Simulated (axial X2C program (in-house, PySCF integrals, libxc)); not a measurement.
**Excited states of LaCl by EOM-EE-CCSD**

Calculated with an in-house all-electron X2C program for linear molecules (integrals from PySCF): two-component X2C with atomic mean-field Coulomb and Gaunt terms, Gaussian nuclei, basis La dyall-cv3z, Cl dyall-av3z with contracted cores.

R = 2.553 Å (near the PBE0 minimum at charge 0 of the determinant lowest at the starting distance; the state shown can have its own minimum elsewhere, which is not the closed-shell reference).

Vertical excitation energies from the closed-shell determinant state of LaCl:

```csv
Ω,excitation (eV),cm⁻¹,hole of the leading pair,particle of the leading pair,weight of the pair (for Ω = 0 its time-reversed partner can hold as much again),singles weight
1,0.135,1089,"68% La sσ, 16% La dσ, 6% La pσ",98% La dδ,0.97,0.97
2,0.202,1627,"68% La sσ, 16% La dσ, 6% La pσ",98% La dδ,0.60,0.97
3,0.290,2339,"68% La sσ, 16% La dσ, 6% La pσ",99% La dδ,0.97,0.97
```

This point took 66 s on 1 thread of Arm Neoverse V1, with other jobs on the host.

Reference electrons by ω block (each with its −ω partner): 1/2: 25, 3/2: 10, 5/2: 2. 18 electrons of LaCl correlated (inner shells frozen), 84 natural virtual spinors (a truncated set); levels can be off by some tenths of an eV. Roots sought by Ω: (0: 5, 1: 4, 2: 3, 3: 1); the list ends where they run out and leaves out roots under 60 % singles weight. The solver can skip a root, and states that need a further excitation, which the method places far too high, are missing though they may lie low or lowest. T1 of the reference 0.019 (Lee–Taylor). Number of frozen shells: La 4 s, 3 p, 2 d; Cl 2 s, 1 p. The closed-shell reference lies 0.22 eV above the lowest PBE0 determinant.
